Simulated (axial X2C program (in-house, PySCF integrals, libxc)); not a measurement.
**Nuclear properties of ZrB**

Calculated with an in-house all-electron X2C program for linear molecules (integrals from PySCF): two-component X2C with atomic mean-field Coulomb and Gaunt terms, Gaussian nuclei, basis Zr dyall-cv3z, B dyall-v3z with contracted cores.

R = 2.147 Å (near the PBE0 minimum at charge 0 of the determinant lowest at the starting distance; the state shown can have its own minimum elsewhere).

Determinant lowest in the PBE0 search, Ω = 1/2 (⟨Sz⟩ = 2.50, ⟨Lz⟩ = -2.00 at PBE0), spin on the atoms Zr 1.71, B 0.79:

```tsv
level	Eeff magnitude (GV/cm)	Ws magnitude Zr (kHz)	A∥/gI Zr (MHz)	qzz Zr (a.u.)	A∥/gI B (MHz)	qzz B (a.u.)	μ (D)
PBE0	1.99	1.58	2300	-0.91	81	-0.15	-3.68
HF	2.54	1.95	1800	-0.77	79.2	-0.21	-4.92
PBE	1.94	1.59	2330	-1.01	93.6	-0.14	-3.21
PBE50	1.98	1.52	2260	-0.83	70.7	-0.16	-4.18
LDA	2.06	1.71	2550	-1.04	120	-0.13	-3.15
```

Determinant 0.53 eV from it at PBE0 and this distance, Ω = 5/2 (⟨Sz⟩ = 1.50, ⟨Lz⟩ = 1.00 at PBE0), spin on the atoms Zr 1.10, B 0.39:

| level | Eeff magnitude (GV/cm) | Ws magnitude Zr (kHz) | A∥/gI Zr (MHz) | qzz Zr (a.u.) | A∥/gI B (MHz) | qzz B (a.u.) | μ (D) |
| --- | --- | --- | --- | --- | --- | --- | --- |
| PBE0 | 2.3 | 0.401 | 759 | -3.09 | 36.8 | -0.09 | -4.05 |
| HF | 2.21 | 0.382 | 622 | -3.54 | 43.3 | -0.26 | -3.23 |
| PBE | 2.23 | 0.395 | 773 | -3.24 | 40.3 | -0.06 | -3.81 |
| PBE50 | 2.23 | 0.384 | 740 | -3.01 | 36.4 | -0.13 | -4.17 |
| LDA | 2.29 | 0.404 | 819 | -3.33 | 42.3 | -0.05 | -3.85 |

Eeff is the effective electric field on the electron electric dipole moment in this Ω state and Ws the scalar–pseudoscalar constant of the nucleus named (defined with the proton number Z and per Ω); A∥ (defined per Ω) follows by multiplying with gI = μI/(I μN); qzz is the electric field gradient, eQq0 = 234.96 MHz × Q/barn × qzz; μ is positive if the B end (last atom) is positive. The operators were transformed with the bare-nucleus X2C matrices; with these basis sets, hyperfine constants and field gradients can be off by tens of per cent, and where levels differ in sign neither size nor sign is settled.

**Question.** With gI(91Zr) = -0.5214, Q(91Zr) = -0.176 barn, gI(11B) = 1.7924, Q(11B) = 0.04059 barn (g factors from the IAEA table of nuclear moments by Stone; Q from Pyykkö, Mol. Phys. 2018), turn the PBE0 values of the first state into constants in MHz.

**Answer.** A∥(91Zr) = 2300 × -0.5214 = -1200 MHz; eQq0(91Zr) = 234.96 × (-0.176) × (-0.91) = 37.6 MHz; A∥(11B) = 81 × 1.7924 = 145 MHz; eQq0(11B) = 234.96 × (0.04059) × (-0.15) = -1.43 MHz.

Each state is one determinant with collinear spin, which with several unpaired electrons need not be a pure state. Unrestricted Hartree–Fock can overshoot spin polarisation at the nuclei. With several open shells hyperfine constants can be off by a factor of several. The search compared states at one distance, so a state with another bond length can lie lower. Further determinants of the search, some of them spin-mixed, are not shown. PBE0 term energies can be off by some tenths of an eV.
